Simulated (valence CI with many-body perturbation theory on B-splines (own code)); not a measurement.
E1 line list for Pm³⁰⁺

Level of theory: configuration interaction combined with many-body perturbation theory (CI+MBPT): three valence electrons over a frozen Dirac-Fock core [Ar] 3d10, radial functions for each j: 11 s, 11 p, 9 d, 7 f, 5 g, 2 h, 1 i, with the one-electron correlation potential Σ1 (screened to all orders), the two-electron term Σ2, the three-electron term Σ3, Breit, model QED; selected single and double excitations, second order for the rest (own B-spline code, finite nucleus).

The last digits are not significant, and no measured levels were compared; by estimate large intervals hold to a few tenths of a per cent, small ones and those within an open d or f shell to about a per cent.

Lines 201 to 250 of 274 in falling wavelength, among levels below 2818700 cm⁻¹, chosen from the strongest by gf and those to the six lowest levels. Wavelengths and rates use the calculated energies. Electric multipoles are in the length gauge, E1 and E2 with the static RPA response of the core. Weak lines are less certain than strong ones. Lines between different terms over intervals too small for the method are left out, as are lines whose strength nearly cancels. Where a level lies close to another of its J and parity, the split of strength between their lines is uncertain. The highest levels of a list are the least certain.

Levels are named by their leading jj configuration (3d3/2^4 stands for four electrons in 3d with j = 3/2), which in mixed levels can hold well under half, so a name can repeat and another be missing. Letters in brackets count levels of one name in rising energy.

```csv
λ vac (Å),Upper,Lower,A (s⁻¹),S (a.u.) with core polarisation,S without
83.59,(4p3/2^2 4d3/2) J=3/2,(4s 4p1/2 4d3/2) J=3/2 [a],1.35e+11,1.56e-01,1.68e-01
83.56,(4p3/2^2 4d3/2) J=5/2,(4s 4p1/2 4d3/2) J=3/2 [a],3.18e+10,5.49e-02,5.88e-02
83.48,(4p1/2 4p3/2 4d5/2) J=5/2 [b],(4p1/2^2 4p3/2) J=3/2,1.90e+11,3.27e-01,3.51e-01
83.26,(4p1/2 4p3/2 4d3/2) J=3/2 [b],(4p1/2^2 4p3/2) J=3/2,2.52e+11,2.87e-01,3.08e-01
83.19,(4s 4p3/2 4d3/2) J=5/2 [b],(4s 4p1/2 4p3/2) J=3/2 [b],3.15e+11,5.37e-01,5.75e-01
83.14,(4p1/2 4p3/2 4d3/2) J=1/2 [b],(4p1/2^2 4p3/2) J=3/2,3.80e+11,2.16e-01,2.31e-01
83.07,(4s 4p1/2 4d3/2) J=3/2 [b],(4s 4p1/2^2) J=1/2,3.28e+11,3.71e-01,3.97e-01
83.06,(4s 4p1/2 4d3/2) J=1/2,(4s 4p1/2^2) J=1/2,4.47e+11,2.53e-01,2.71e-01
82.72,(4s 4p3/2 4d3/2) J=1/2 [b],(4s 4p1/2 4p3/2) J=1/2,2.68e+11,1.50e-01,1.61e-01
82.55,(4s 4p3/2 4d3/2) J=5/2 [a],(4s 4p1/2 4p3/2) J=3/2 [a],1.58e+11,2.63e-01,2.82e-01
82.51,(4s 4p3/2 4d3/2) J=1/2 [a],(4s 4p1/2 4p3/2) J=3/2 [a],3.08e+11,1.71e-01,1.83e-01
81.95,(4s 4p3/2 4d3/2) J=3/2 [a],(4s 4p1/2 4p3/2) J=3/2 [a],1.83e+11,1.99e-01,2.13e-01
81.31,(4s 4p3/2 4d5/2) J=5/2 [a],(4s 4p1/2 4p3/2) J=5/2,5.48e+08,8.73e-04,9.49e-04
81.27,(4s^2 4d3/2) J=3/2,(4s^2 4p1/2) J=1/2,2.55e+11,2.70e-01,2.90e-01
80.98,(4s 4p3/2 4d3/2) J=3/2 [b],(4s 4p1/2 4p3/2) J=5/2,4.18e+07,4.38e-05,4.75e-05
80.96,(4s 4p3/2 4d3/2) J=1/2 [b],(4s 4p1/2 4p3/2) J=3/2 [b],1.13e+10,5.94e-03,6.36e-03
78.56,(4s 4p3/2 4d3/2) J=5/2 [b],(4s 4p1/2 4p3/2) J=5/2,3.43e+08,4.93e-04,5.34e-04
78.34,(4s 4p3/2 4d5/2) J=5/2 [a],(4s 4p1/2 4p3/2) J=3/2 [a],2.30e+08,3.27e-04,3.51e-04
78.28,(4s 4p3/2 4d5/2) J=1/2,(4s 4p1/2 4p3/2) J=3/2 [b],1.13e+10,5.36e-03,5.75e-03
78.13,(4s 4p3/2 4d3/2) J=3/2 [c],(4s 4p1/2 4p3/2) J=1/2,5.59e+10,5.26e-02,5.64e-02
78.03,(4s 4p3/2 4d3/2) J=3/2 [b],(4s 4p1/2 4p3/2) J=3/2 [a],6.83e+08,6.41e-04,6.89e-04
77.97,(4s 4p3/2 4d5/2) J=7/2 [a],(4s 4p1/2 4p3/2) J=5/2,7.01e+10,1.31e-01,1.41e-01
77.35,(4s 4p3/2 4d5/2) J=7/2 [b],(4s 4p1/2 4p3/2) J=5/2,1.39e+10,2.54e-02,2.72e-02
76.94,(4s 4p3/2 4d5/2) J=3/2,(4s 4p1/2 4p3/2) J=3/2 [b],3.25e+08,2.92e-04,3.13e-04
76.55,(4s 4p3/2 4d3/2) J=3/2 [c],(4s 4p1/2 4p3/2) J=3/2 [b],3.11e+10,2.75e-02,2.95e-02
76.50,(4s 4p3/2 4d5/2) J=5/2 [b],(4s 4p1/2 4p3/2) J=3/2 [b],1.09e+10,1.45e-02,1.56e-02
76.07,(4s 4p1/2 4d5/2) J=3/2,(4s 4p1/2^2) J=1/2,7.17e+10,6.23e-02,6.68e-02
75.78,(4s 4p3/2 4d3/2) J=5/2 [b],(4s 4p1/2 4p3/2) J=3/2 [a],8.57e+08,1.10e-03,1.18e-03
73.93,(4s 4p3/2 4d3/2) J=1/2 [b],(4s 4p1/2 4p3/2) J=3/2 [a],5.77e+08,2.30e-04,2.47e-04
72.96,(4s 4p3/2 4d5/2) J=3/2,(4s 4p1/2 4p3/2) J=5/2,7.86e+08,6.02e-04,6.46e-04
72.62,(4s 4p3/2 4d3/2) J=3/2 [c],(4s 4p1/2 4p3/2) J=5/2,1.18e+09,8.90e-04,9.55e-04
72.57,(4s 4p3/2 4d5/2) J=5/2 [b],(4s 4p1/2 4p3/2) J=5/2,5.36e+09,6.06e-03,6.51e-03
71.72,(4p3/2^3) J=3/2,(4s 4p1/2^2) J=1/2,3.28e+08,2.39e-04,2.58e-04
71.68,(4s 4p3/2 4d5/2) J=1/2,(4s 4p1/2 4p3/2) J=3/2 [a],1.50e+09,5.44e-04,5.85e-04
70.56,(4s 4p3/2 4d5/2) J=3/2,(4s 4p1/2 4p3/2) J=3/2 [a],1.24e+09,8.60e-04,9.23e-04
70.35,(4s^2 4f5/2) J=5/2,(4s 4p1/2 4p3/2) J=3/2 [b],1.75e+10,1.81e-02,1.95e-02
70.32,(4s 4p3/2 4d3/2) J=1/2 [a],(4s 4p1/2^2) J=1/2,1.45e+06,4.99e-07,5.38e-07
70.23,(4s 4p3/2 4d3/2) J=3/2 [c],(4s 4p1/2 4p3/2) J=3/2 [a],2.92e+09,2.00e-03,2.15e-03
70.19,(4s 4p3/2 4d5/2) J=5/2 [b],(4s 4p1/2 4p3/2) J=3/2 [a],2.84e+09,2.91e-03,3.12e-03
69.91,(4s 4p3/2 4d3/2) J=3/2 [a],(4s 4p1/2^2) J=1/2,1.67e+08,1.13e-04,1.21e-04
67.04,(4s 4p3/2 4d3/2) J=3/2 [b],(4s 4p1/2^2) J=1/2,1.99e+09,1.19e-03,1.27e-03
67.01,(4s^2 4f5/2) J=5/2,(4s 4p1/2 4p3/2) J=5/2,4.20e+08,3.74e-04,4.03e-04
66.82,(4s^2 4f7/2) J=7/2,(4s 4p1/2 4p3/2) J=5/2,5.65e+09,6.66e-03,7.17e-03
64.98,(4s^2 4f5/2) J=5/2,(4s 4p1/2 4p3/2) J=3/2 [a],9.47e+08,7.69e-04,8.28e-04
63.99,(4s 4p3/2 4d3/2) J=1/2 [b],(4s 4p1/2^2) J=1/2,2.41e+08,6.24e-05,6.71e-05
62.30,(4s 4p3/2 4d5/2) J=1/2,(4s 4p1/2^2) J=1/2,2.18e+09,5.21e-04,5.60e-04
61.45,(4s 4p3/2 4d5/2) J=3/2,(4s 4p1/2^2) J=1/2,5.69e+08,2.60e-04,2.80e-04
61.20,(4s 4p3/2 4d3/2) J=3/2 [c],(4s 4p1/2^2) J=1/2,4.31e+08,1.95e-04,2.10e-04
50.57,(4p1/2^2 4d3/2) J=3/2,(4s^2 4p3/2) J=3/2,2.85e+06,7.27e-07,7.81e-07
48.56,(4p1/2^2 4d5/2) J=5/2,(4s^2 4p3/2) J=3/2,1.66e+07,5.64e-06,6.16e-06
```
